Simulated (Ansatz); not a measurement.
Molecule: HO (charge +1, triplet). 
Coordinates optimised at B3LYP-D3(BJ)/def2-TZVP (Ansatz, a first-principles code):
SMILES: [OH+]
```xyz
2

O      0.0000     0.0000    -0.1156
H      0.0000     0.0000     0.9251
```
Charge +1, spin multiplicity 3.

Basis-set convergence of Hartree-Fock and MP2 correlation energies (hartree) with Ansatz. Valence correlation only, unless marked. Open shells are spin-unrestricted. Spin-orbit coupling is left out. No relativistic terms.

```tsv
basis	functions	E(HF)	E(corr, MP2)
def2-SVPD	31	-74.91189	-0.10954
def2-TZVPPD	57	-75.00710	-0.14298
def2-QZVPPD	99	-75.01012	-0.15629
```

Extrapolating the two largest sets (X = 3 and 4) as X^-3: E(corr) = (64·(-0.15629) - 27·(-0.14298))/37 = -0.1660 Eh, an estimate of the basis-set limit. The largest set recovers 94.1 % of it, the smallest 66.0 %.
